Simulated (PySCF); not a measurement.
Excited states of Sr²⁸⁺ (strontium, charge +28)

Ground state [Ne], ¹S. Calculation: PySCF 2.14, in an uncontracted even-tempered set (19 s from 1.39 bohr⁻², ratio 2.5; 12 p from 1.76 bohr⁻², ratio 2.5; 7 d from 0.978 bohr⁻², ratio 2.7; 3 f from 77 bohr⁻², ratio 2.7); the spin-free X2C one-electron Hamiltonian (Gaussian nucleus). Vertical excitation energies in eV without spin-orbit coupling; excited terms of each kind are numbered among those the solver found. Frozen: 1s2.

```
 term  leading excitation  EOM-EE-CCSD
1 3P°              2p → s       1902.1
1 1P°              2p → s       1907.4
 1 3S              2p → p       1961.2
 1 3D              2p → p       1970.5
 1 1D              2p → p       1974.9
 1 1P              2p → p       1975.6
 1 3P              2p → p       1975.7
 1 1S              2p → p       2010.6
2 3P°              2p → d       2047.4
1 3F°              2p → d       2052.0
1 1F°              2p → d       2057.2
1 1D°              2p → d       2058.8
 2 3S              2s → s       2146.9
 2 1S              2s → s       2157.7
```

The spin-orbit splitting of the hole, absent here, rivals or exceeds the spacing of these terms, so the LS terms are model states.

The solver can miss terms. The 22 highest virtual orbitals were dropped.
